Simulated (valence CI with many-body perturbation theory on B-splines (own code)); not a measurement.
# Pr54+: E2, E3, M1, M2 decay

Level of theory: configuration interaction combined with many-body perturbation theory (CI+MBPT): three valence electrons over a frozen Dirac-Fock core [He], radial functions for each j: 11 s, 11 p, 10 d, 8 f, 5 g, 2 h, with the one-electron correlation potential Σ1, the two-electron term Σ2, the three-electron term Σ3, Breit, model QED; selected CI, second order for the rest, scaled by the run's own slope (own B-spline code, finite nucleus).

No measured spectrum was set against this ion. As an estimate, large intervals hold to a few tenths of a per cent, small ones and those within an open d or f shell to about a per cent.

Lines 1 to 35 of 35 in falling wavelength, among levels below 73866 × 10³ cm⁻¹, chosen from the decays that carry over 1 % of a level's rate. Wavelengths and rates use the calculated energies. Electric multipoles are in the length gauge, E1 and E2 with the static RPA response of the core. S is in atomic units (e²a₀⁴ for E2 and M2, e²a₀⁶ for E3), for M1 in squared Bohr magnetons. Weak lines are less certain than strong ones. Lines between different terms over intervals too small for the method are left out, as are lines whose strength nearly cancels. The highest levels of a list are the least certain.

Levels are named by their leading jj configuration (3d3/2^4 stands for four electrons in 3d with j = 3/2), which in mixed levels can hold well under half, so a name can repeat and another be missing. Letters in brackets count levels of one name in rising energy.

```csv
λ vac (nm),Upper,Lower,Type,A (s⁻¹),S (a.u.)
2.623,(2s 2p1/2 2p3/2) J=3/2 [a],(2s 2p1/2^2) J=1/2,M1,6.82e+08,1.82e+00
2.507,(2s 2p3/2 3d5/2) J=9/2,(2s 2p1/2 3d5/2) J=7/2,M1,6.58e+08,3.85e+00
2.342,(2s^2 2p3/2) J=3/2,(2s^2 2p1/2) J=1/2,M1,6.79e+08,1.29e+00
0.2117,(2s^2 3p1/2) J=1/2,(2s^2 2p3/2) J=3/2,E2,7.63e+11,5.79e-05
0.2102,(2s 2p3/2 3p3/2) J=7/2,(2s 2p3/2^2) J=3/2,E2,2.02e+10,5.90e-06
0.2073,(2s 2p3/2 3p3/2) J=7/2,(2s 2p3/2^2) J=5/2,E2,2.48e+11,6.78e-05
0.2069,(2s 2p3/2 3p3/2) J=1/2 [b],(2s 2p3/2^2) J=3/2,E2,4.32e+11,2.93e-05
0.2067,(2s 2p1/2 3p3/2) J=5/2,(2s 2p1/2 2p3/2) J=5/2,E2,2.09e+11,4.23e-05
0.2061,(2s^2 3p3/2) J=3/2,(2s^2 2p3/2) J=3/2,E2,3.73e+11,4.95e-05
0.2043,(2s 2p3/2 3d5/2) J=9/2,(2s 2p3/2^2) J=5/2,M2,1.32e+10,4.21e-06
0.2043,(2s 2p3/2 3d5/2) J=9/2,(2s 2p3/2^2) J=5/2,E3,7.35e+08,3.48e-06
0.2040,(2s 2p3/2 3p3/2) J=1/2 [b],(2s 2p3/2^2) J=5/2,E2,1.55e+11,9.77e-06
0.1909,(2s 2p3/2 3p3/2) J=7/2,(2s 2p1/2 2p3/2) J=5/2,E2,2.04e+11,3.69e-05
0.1906,(2s 2p1/2 3p3/2) J=5/2,(2s 2p1/2^2) J=1/2,E2,4.16e+11,5.60e-05
0.1899,(2s 2p3/2 3p3/2) J=7/2,(2s 2p1/2 2p3/2) J=3/2 [a],E2,3.09e+11,5.45e-05
0.1898,(2s 2p3/2 3p3/2) J=1/2 [b],(2s 2p1/2 2p3/2) J=3/2 [b],E2,4.39e+11,1.93e-05
0.1894,(2s^2 3p3/2) J=3/2,(2s^2 2p1/2) J=1/2,E2,4.44e+11,3.87e-05
0.1884,(2s 2p3/2 3d5/2) J=9/2,(2s 2p1/2 2p3/2) J=5/2,M2,3.68e+09,7.80e-07
0.1884,(2s 2p3/2 3d5/2) J=9/2,(2s 2p1/2 2p3/2) J=5/2,E3,6.74e+08,1.81e-06
0.1874,(2s 2p3/2 3d5/2) J=9/2,(2s 2p1/2 2p3/2) J=3/2 [a],E3,1.27e+09,3.28e-06
0.1850,(2p1/2 2p3/2 3d3/2) J=7/2,(2s 2p1/2 2p3/2) J=3/2 [b],E2,8.04e+11,1.25e-04
0.1842,(2p3/2^2 3d5/2) J=7/2,(2s 2p3/2^2) J=3/2,E2,9.06e+11,1.37e-04
0.1838,(2p1/2^2 3d3/2) J=3/2,(2s 2p1/2^2) J=1/2,E2,2.13e+12,1.59e-04
0.1835,(2p1/2 2p3/2 3d3/2) J=7/2,(2s 2p1/2 2p3/2) J=5/2,E2,1.07e+12,1.60e-04
0.1829,(2p1/2 2p3/2 3d3/2) J=5/2 [a],(2s 2p1/2 2p3/2) J=3/2 [a],E2,1.02e+12,1.12e-04
0.1828,(2p1/2 2p3/2 3d3/2) J=1/2 [a],(2s 2p1/2 2p3/2) J=3/2 [a],E2,1.95e+12,7.11e-05
0.1825,(2p1/2 2p3/2 3d3/2) J=7/2,(2s 2p1/2 2p3/2) J=3/2 [a],E2,2.67e+11,3.87e-05
0.1823,(2p1/2 2p3/2 3d5/2) J=9/2,(2s 2p1/2 2p3/2) J=5/2,E2,2.23e+12,4.01e-04
0.1820,(2p3/2^2 3d5/2) J=7/2,(2s 2p3/2^2) J=5/2,E2,1.28e+12,1.82e-04
0.1820,(2p3/2^2 3d5/2) J=9/2,(2s 2p3/2^2) J=5/2,E2,2.25e+12,4.00e-04
0.1818,(2p1/2 2p3/2 3d5/2) J=7/2 [a],(2s 2p1/2 2p3/2) J=3/2 [a],E2,1.93e+12,2.75e-04
0.1536,(2p1/2^2 4f7/2) J=7/2,(2p1/2^2 2p3/2) J=3/2,E2,1.66e+12,1.02e-04
0.1526,(2s 2p1/2 4f7/2) J=9/2,(2s 2p1/2 2p3/2) J=5/2,E2,1.64e+12,1.21e-04
0.1522,(2s^2 4f7/2) J=7/2,(2s^2 2p3/2) J=3/2,E2,1.66e+12,9.66e-05
0.1437,(2s 2p1/2 4f5/2) J=3/2,(2s 2p1/2^2) J=1/2,E2,1.66e+12,3.64e-05
```
